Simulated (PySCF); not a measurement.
Question: What does the GFN2-xTB structure of `C#C[C@@H]1C=NC[C@@H]1F` look like in three dimensions?

Answer: 
```
atom  x, y, z in Å
C1     2.499   -1.320    0.570
C2     1.337   -1.058    0.464
C3    -0.058   -0.712    0.298
C4    -0.476   -0.709   -1.160
N5    -1.056    0.326   -1.567
C6    -1.168    1.296   -0.511
C7    -0.410    0.736    0.717
F8     0.718    1.488    0.951
H9     3.515   -1.557    0.679
H10   -0.675   -1.432    0.849
H11   -0.286   -1.546   -1.811
H12   -2.226    1.470   -0.301
H13   -0.724    2.238   -0.841
H14   -0.992    0.780    1.642
```

Any rigid rotation of these coordinates is as good. Atoms count from 1 in this order. The 5-membered ring C3–C4–N5–C6–C7 has internal angles of 101.3° to 116.2° (sum 539°, against 540° for a flat polygon); it is slightly puckered (a soft mode that the optimisation may not have finished), 0.04 Å rms from its mean plane, widest ring torsion 8°. The C–C distances run from 1.196 Å (C1≡C2, drawn triple) to 1.548 Å (C6–C7, drawn single), a spread of 0.352 Å. The C–N distances run from 1.255 Å (C4=N5, drawn double) to 1.439 Å (N5–C6, drawn single), a spread of 0.184 Å.

Bonds between heavy atoms (Å): C1≡C2 1.196, C2–C3 1.447, C3–C4 1.517, C4=N5 1.255, N5–C6 1.439, C6–C7 1.548, C7–F8 1.376, C3–C7 1.548.

Structure optimised with GFN2-xTB, isolated species.

Point group: C1 (no symmetry element, even within 0.4 Å). Stationary, but not proved a minimum.

The numbers are calculated, not measured.
